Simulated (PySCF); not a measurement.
Species: C7H9 (doublet state).
Atom-mapped SMILES: `[CH3:1][C:2]1=[CH:3][C@@H:4]2[CH:5][C@@H:6]2[CH2:7]1` (hydrogens: H8, H9, H10 on C1; H11 on C3; H12 on C4; H13 on C5; H14 on C6; H15, H16 on C7)

Geometry (GFN2-xTB, Å), atoms numbered from 1 in this order:
```
atom  x, y, z in Å
C1     1.9672    0.6857    0.6218
C2     0.6245    0.2909    0.1103
C3    -0.4058    1.0941   -0.1531
C4    -1.5794    0.3365   -0.6485
C5    -2.0971   -0.6176    0.3449
C6    -1.1345   -1.1248   -0.6312
C7     0.3257   -1.1588   -0.1920
H8     2.1767    0.1781    1.5635
H9     2.7426    0.3968   -0.0881
H10    2.0188    1.7594    0.7825
H11   -0.4194    2.1628   -0.0266
H12   -2.2104    0.7630   -1.4143
H13   -2.0215   -0.5822    1.4136
H14   -1.4474   -1.8106   -1.4053
H15    0.9822   -1.5378   -0.9805
H16    0.4702   -1.7850    0.6917
```

The hyperfine couplings belong to this conformer and change with its torsions.

Theory: PySCF, UKS B3LYP, pcH-1 on C H, non-relativistic, mean-field spin-orbit, GIAO. Isolated species at its GFN2-xTB geometry, gas phase. A GFN2-xTB geometry isn't a minimum of the functional, and hyperfine couplings can be far from their values at a DFT geometry. Stability of the SCF solution: not tested.

Computed for the main isotopes (class means, splittings of 0.05 mT or more): g = 2.0026; H14 1H +74.8 MHz (2.67 mT); H12 1H +52.4 MHz (1.87 mT); H8/H9/H10 1H +4.9 MHz (0.18 mT); H16 1H -2.8 MHz (0.10 mT); H15 1H -1.9 MHz (0.07 mT); 64 first-order lines, 5.23 mT wide.

(1) What changes when 1H at H8/H9/H10 is replaced by 2H at all these sites?

(2) Give position and intensity of the satellites from 13C at C5.

(3) Where do the 13C satellites of C3 appear, and how strong are they?

(4) Where do the 13C satellites of C7 appear, and how strong are they?

Answers

(1) The spin density stays the same (vibrational effects aside), so a scales with the nuclear g factor: 0.85744/5.58569 = 0.1535, so a goes from +4.9 to +0.8 MHz (0.027 mT). The spin goes from 1/2 to 1, so the 1:3:3:1 quartet becomes a 1:3:6:7:6:3:1 septet. The spectrum then has 112 first-order lines over 4.87 mT, counting the new splitting although it is under 0.05 mT.

(2) a = +270.9 MHz, or 9.67 mT in magnitude, and I = 1/2, so to first order each main line has two satellites, at ±4.83 mT. The isotope's abundance is about 1.07 %, shared among 2 lines, so each has 0.54 % of the main line's intensity. At 340 mT second-order shifts move them to lower field by up to 0.07 mT.

(3) a = +22.0 MHz, or 0.78 mT in magnitude, and I = 1/2, so to first order each main line has two satellites, at ±0.39 mT. The isotope's abundance is about 1.07 %, shared among 2 lines, so each has 0.54 % of the main line's intensity.

(4) a = +20.6 MHz, or 0.74 mT in magnitude, and I = 1/2, so to first order each main line has two satellites, at ±0.37 mT. The isotope's abundance is about 1.07 %, shared among 2 lines, so each has 0.54 % of the main line's intensity.

Class means assume fast exchange of nuclei equivalent by connectivity; if that motion is slow, each nucleus keeps its own coupling. The three 1H nuclei of mean +4.9 MHz run from 0.1 to 8.5 MHz in the frozen geometry.
